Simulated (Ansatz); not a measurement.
A CCSD(T) single point on CH3F2SSi, SMILES `C[Si](F)(F)[S]` radical.

```yaml
crystal:
  periodic: [false, false, false]
  atoms:
    - {symbol: C, position_ang: [-0.809840, -0.285894, 0.511221]}
    - {symbol: Si, position_ang: [0.703905, 0.141337, -0.445282]}
    - {symbol: F, position_ang: [1.990895, -0.514901, 0.214071]}
    - {symbol: F, position_ang: [0.641984, -0.479797, -1.905447]}
    - {symbol: S, position_ang: [0.923261, 2.240188, -0.550251]}
    - {symbol: H, position_ang: [-0.905560, -1.374654, 0.554106]}
    - {symbol: H, position_ang: [-0.749488, 0.095877, 1.531786]}
    - {symbol: H, position_ang: [-1.703057, 0.120744, 0.033996]}
basis:
  gaussian: {orbitals: cc-pV(T+d)Z}
magnetization: {spin_polarized: true, initial_magnetization: 1}
correlation: {method: ccsd_t}
scf: {omitted_lower_state_checks: [cluster_reference]}
output: {orbitals: {seedname: orbitals}}
```

```sh
$ ansatz run in.yaml --threads 2 --pin off --events-out ev --progress --plain --max-ram 22528MiB --backend cuda --devices 0, --max-vram 18GiB
```

Log, shortened:

```
Functional definition: HF
1242 factors; integrals over basis functions are off by at most 1.2e-3 eV
mean field evaluation 1: about -25174.2044 eV, gradient 2.8e1 eV
mean field evaluation 2: about -25174.2096 eV, gradient 2.8e1 eV
mean field evaluation 4: about -25177.4084 eV, gradient 2.6e0 eV
mean field evaluation 8: about -25177.4763 eV, gradient 1.9e-1 eV
mean field evaluation 16: about -25177.4784 eV, gradient 2.0e-7 eV
mean field -25177.47837339 eV, -925.2552643144 hartree, gradient 2.0e-7 eV, S^2 0.762324; 5 other end points of the search recorded, 0 dependent functions left out
13 core orbitals not correlated: weight in the atoms' cores, before any rotation towards them, 1.000 or more for the frozen orbitals, at most 0.000 for the correlated occupied ones
reference -25177.47837339 eV, -925.2552643144 hartree; 16, 15 occupied and 181, 182 virtual orbitals, 1242 factors
second order -25.33735407 eV of doubles, -0.00000000 eV of singles
cycle   1  -25.68175160 eV  change   -3.4e-1 eV  update   1.0e-1
cycle   2  -26.21033353 eV  change   -5.3e-1 eV  update   3.0e-2
cycle   3  -26.33868941 eV  change   -1.3e-1 eV  update   1.5e-2
cycle   4  -26.32886018 eV  change    9.8e-3 eV  update   3.7e-3
cycle   5  -26.32710740 eV  change    1.8e-3 eV  update   1.7e-3
cycle   6  -26.32774581 eV  change   -6.4e-4 eV  update   7.8e-4
cycle   7  -26.32747481 eV  change    2.7e-4 eV  update   4.3e-4
cycle   8  -26.32746136 eV  change    1.3e-5 eV  update   2.6e-4
cycle   9  -26.32760929 eV  change   -1.5e-4 eV  update   1.6e-4
cycle  10  -26.32747518 eV  change    1.3e-4 eV  update   1.1e-4
cycle  11  -26.32752311 eV  change   -4.8e-5 eV  update   6.1e-5
cycle  12  -26.32755149 eV  change   -2.8e-5 eV  update   2.6e-5
cycle  13  -26.32756027 eV  change   -8.8e-6 eV  update   1.2e-5
perturbative correction -0.90317181 eV, -0.0331909519 hartree
Total energy: -25204.70910548 eV, -926.2559752609 hartree
Checks for a lower state left out: cluster_reference
```

Hardware: 2 threads of an AMD EPYC 7R13 on a shared host and a share of an NVIDIA H100 80 GB. Wall time 11 s, peak host memory 0.85 GiB.

Correlation energy per correlated electron: -0.878 eV. T1 diagnostic: 0.0118.
